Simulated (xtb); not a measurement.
xtb input:

```bash
xtb mol.xyz --gfn 2 --ohess tight --chrg -1 --uhf 0
```
mol.xyz:
```
6

O     -1.58535689    -1.02430147    -0.09174070
B     -0.41934856    -0.30479095     0.00072309
O     -0.51777010     1.09814595     0.09191949
O      0.71319802    -0.98125348    -0.10408123
H      0.29479186     1.62015376     0.15954046
H      1.50963011    -0.44642903    -0.08455744
```

Task: What final total energy does it print?

Result: -14.75154 Eh (GFN2-xTB).

It need not be the lowest isomer of its formula. Whether it binds its extra electron was not tested at this geometry.
